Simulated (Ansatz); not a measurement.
A first, cheap relaxation of C$_{3}$H$_{6}$BCl, SMILES `CB/C=C/Cl`.

```yaml
crystal:
  periodic: [false, false, false]
  atoms:
    - {symbol: C, position_ang: [-1.214500, -0.167200, 1.013300]}
    - {symbol: B, position_ang: [0.309000, 0.092900, 0.960100]}
    - {symbol: C, position_ang: [1.091600, 0.131000, -0.400100]}
    - {symbol: C, position_ang: [0.621700, -0.011400, -1.586700]}
    - {symbol: Cl, position_ang: [1.521700, 0.020100, -3.062400]}
    - {symbol: H, position_ang: [-1.612500, -0.092900, 2.053200]}
    - {symbol: H, position_ang: [-1.740500, 0.693300, 0.443900]}
    - {symbol: H, position_ang: [-1.478000, -1.084800, 0.539600]}
    - {symbol: H, position_ang: [0.899900, 0.254700, 2.020900]}
    - {symbol: H, position_ang: [2.199400, 0.284500, -0.301300]}
    - {symbol: H, position_ang: [-0.532400, -0.177200, -1.660000]}
basis:
  gaussian: {orbitals: def2-SVP}
hamiltonian: {xc: pbe, dispersion: d4}
relax: {f_tol: 0.03, max_steps: 200}
```

```sh
$ ansatz run in.yaml --threads 4 --pin off --events-out ev --progress --plain --max-ram 10444MiB
```

Shortened log:

```
Functional definition: PBE
mean field -16389.20033049 eV, -602.2920031464 hartree, gradient 5.2e-5 eV, S^2 0.000000; 0 other end points of the search recorded, 0 dependent functions left out
relax step   1: F+E_penalty+E_count = -16389.41470603 eV  Δ(F+E_penalty+E_count) = +0.000e0 eV  max|allowed force component| = 4.581e0 eV/Å  Δτ_max = 0.0000 Å  (29 SCF iters, accepted)
mean field -16389.56350035 eV, -602.3053493927 hartree, gradient 1.9e-5 eV, S^2 0.000000; 0 other end points of the search recorded, 0 dependent functions left out
relax step   2: F+E_penalty+E_count = -16389.77639943 eV  Δ(F+E_penalty+E_count) = -3.617e-1 eV  max|allowed force component| = 1.307e0 eV/Å  Δτ_max = 0.0659 Å  (31 SCF iters, accepted)
mean field -16389.59946874 eV, -602.3066712065 hartree, gradient 1.1e-5 eV, S^2 0.000000; 0 other end points of the search recorded, 0 dependent functions left out
relax step   3: F+E_penalty+E_count = -16389.81316599 eV  Δ(F+E_penalty+E_count) = -3.677e-2 eV  max|allowed force component| = 1.934e-1 eV/Å  Δτ_max = 0.0754 Å  (30 SCF iters, accepted)
mean field -16389.60674458 eV, -602.3069385887 hartree, gradient 9.8e-6 eV, S^2 0.000000; 0 other end points of the search recorded, 0 dependent functions left out
relax step   4: F+E_penalty+E_count = -16389.82087354 eV  Δ(F+E_penalty+E_count) = -7.708e-3 eV  max|allowed force component| = 1.075e-1 eV/Å  Δτ_max = 0.0969 Å  (30 SCF iters, accepted)
mean field -16389.60932289 eV, -602.3070333399 hartree, gradient 1.0e-5 eV, S^2 0.000000; 0 other end points of the search recorded, 0 dependent functions left out
relax step   5: F+E_penalty+E_count = -16389.82337300 eV  Δ(F+E_penalty+E_count) = -2.499e-3 eV  max|allowed force component| = 1.639e-1 eV/Å  Δτ_max = 0.0373 Å  (30 SCF iters, accepted)
mean field -16389.62816554 eV, -602.3077257947 hartree, gradient 6.6e-6 eV, S^2 0.000000; 0 other end points of the search recorded, 0 dependent functions left out
relax step   6: F+E_penalty+E_count = -16389.84179507 eV  Δ(F+E_penalty+E_count) = -1.842e-2 eV  max|allowed force component| = 8.659e-2 eV/Å  Δτ_max = 0.2000 Å  (30 SCF iters, accepted)
mean field -16389.61059460 eV, -602.3070800745 hartree, gradient 2.0e-5 eV, S^2 0.000000; 0 other end points of the search recorded, 0 dependent functions left out
relax step   7: F+E_penalty+E_count = -16389.82373964 eV  Δ(F+E_penalty+E_count) = +1.806e-2 eV  max|allowed force component| = 8.249e-1 eV/Å  Δτ_max = 0.1979 Å  (29 SCF iters, rejected (line search))
mean field -16389.63588415 eV, -602.3080094483 hartree, gradient 9.7e-6 eV, S^2 0.000000; 0 other end points of the search recorded, 0 dependent functions left out
relax step   8: F+E_penalty+E_count = -16389.84962824 eV  Δ(F+E_penalty+E_count) = -7.833e-3 eV  max|allowed force component| = 7.580e-2 eV/Å  Δτ_max = 0.0989 Å  (30 SCF iters, accepted)
mean field -16389.64108162 eV, -602.3082004517 hartree, gradient 9.9e-6 eV, S^2 0.000000; 0 other end points of the search recorded, 0 dependent functions left out
relax step   9: F+E_penalty+E_count = -16389.85444323 eV  Δ(F+E_penalty+E_count) = -4.815e-3 eV  max|allowed force component| = 2.380e-1 eV/Å  Δτ_max = 0.0991 Å  (30 SCF iters, accepted)
mean field -16389.64465622 eV, -602.3083318161 hartree, gradient 1.1e-5 eV, S^2 0.000000; 0 other end points of the search recorded, 0 dependent functions left out
relax step  10: F+E_penalty+E_count = -16389.85761050 eV  Δ(F+E_penalty+E_count) = -3.167e-3 eV  max|allowed force component| = 2.925e-1 eV/Å  Δτ_max = 0.0785 Å  (29 SCF iters, accepted)
mean field -16389.64879879 eV, -602.3084840527 hartree, gradient 1.0e-5 eV, S^2 0.000000; 0 other end points of the search recorded, 0 dependent functions left out
relax step  11: F+E_penalty+E_count = -16389.86138655 eV  Δ(F+E_penalty+E_count) = -3.776e-3 eV  max|allowed force component| = 2.541e-1 eV/Å  Δτ_max = 0.0857 Å  (30 SCF iters, accepted)
mean field -16389.65531992 eV, -602.3087236997 hartree, gradient 1.1e-5 eV, S^2 0.000000; 0 other end points of the search recorded, 0 dependent functions left out
relax step  12: F+E_penalty+E_count = -16389.86792470 eV  Δ(F+E_penalty+E_count) = -6.538e-3 eV  max|allowed force component| = 7.323e-2 eV/Å  Δτ_max = 0.0843 Å  (30 SCF iters, accepted)
mean field -16389.65675579 eV, -602.3087764670 hartree, gradient 9.9e-6 eV, S^2 0.000000; 0 other end points of the search recorded, 0 dependent functions left out
relax step  13: F+E_penalty+E_count = -16389.86919052 eV  Δ(F+E_penalty+E_count) = -1.266e-3 eV  max|allowed force component| = 4.460e-2 eV/Å  Δτ_max = 0.0622 Å  (30 SCF iters, accepted)
mean field -16389.65672357 eV, -602.3087752829 hartree, gradient 9.7e-6 eV, S^2 0.000000; 0 other end points of the search recorded, 0 dependent functions left out
relax step  14: F+E_penalty+E_count = -16389.86911657 eV  Δ(F+E_penalty+E_count) = +7.395e-5 eV  max|allowed force component| = 1.685e-1 eV/Å  Δτ_max = 0.0876 Å  (29 SCF iters, rejected (line search))
mean field -16389.65616721 eV, -602.3087548371 hartree, gradient 1.0e-5 eV, S^2 0.000000; 0 other end points of the search recorded, 0 dependent functions left out
relax step  15: F+E_penalty+E_count = -16389.86891980 eV  Δ(F+E_penalty+E_count) = +2.707e-4 eV  max|allowed force component| = 1.041e-1 eV/Å  Δτ_max = 0.0438 Å  (31 SCF iters, rejected (line search))
mean field -16389.65717529 eV, -602.3087918834 hartree, gradient 1.4e-5 eV, S^2 0.000000; 0 other end points of the search recorded, 0 dependent functions left out
relax step  16: F+E_penalty+E_count = -16389.86962445 eV  Δ(F+E_penalty+E_count) = -4.339e-4 eV  max|allowed force component| = 5.760e-3 eV/Å  Δτ_max = 0.0208 Å  (31 SCF iters, accepted)
mean field -16389.65746839 eV, -602.3088026545 hartree, gradient 1.0e-5 eV, S^2 0.000000; 0 other end points of the search recorded, 0 dependent functions left out
relax step  17: F+E_penalty+E_count = -16389.86992050 eV  Δ(F+E_penalty+E_count) = -2.960e-4 eV  max|allowed force component| = 2.285e-2 eV/Å  Δτ_max = 0.0454 Å  (30 SCF iters, accepted)
mean field -16389.65746839 eV, -602.3088026545 hartree, gradient 1.1e-5 eV, S^2 0.000000; 1 other end points of the search recorded, 0 dependent functions left out
Total energy: -16389.86995412 eV, -602.3166113610 hartree
Atom 0 at    -1.254901    -0.076625     0.979831 Å, force    -0.022846     0.003901     0.007573 eV/Å
Atom 1 at     0.281075     0.243701     0.912159 Å, force     0.002861     0.004725     0.020784 eV/Å
Atom 2 at     1.163205     0.171053    -0.362839 Å, force    -0.008858     0.003812    -0.016153 eV/Å
Atom 3 at     0.647951    -0.200000    -1.559717 Å, force    -0.000245     0.018770     0.010342 eV/Å
Atom 4 at     1.551021    -0.307683    -3.032262 Å, force    -0.001944    -0.001956     0.002816 eV/Å
Atom 5 at    -1.435803    -0.849457     1.761263 Å, force     0.006042     0.013915    -0.020332 eV/Å
Atom 6 at    -1.790753     0.823064     1.361840 Å, force     0.015206    -0.022853    -0.010380 eV/Å
Atom 7 at    -1.752753    -0.402848     0.044395 Å, force     0.007442     0.005131     0.020319 eV/Å
Atom 8 at     0.831279     0.584650     1.950736 Å, force    -0.007524    -0.003108    -0.012542 eV/Å
Atom 9 at     2.237390     0.423469    -0.332142 Å, force     0.003909    -0.010616     0.001478 eV/Å
Atom 10 at    -0.412312    -0.466322    -1.702764 Å, force     0.005958    -0.011721    -0.003904 eV/Å
Dipole moment:    -0.162639    -0.044317    -0.055294 e Å
```

It took 13 s on 4 threads of an INTEL XEON PLATINUM 8581C on a shared host, with 0.16 GiB of host memory at the peak.
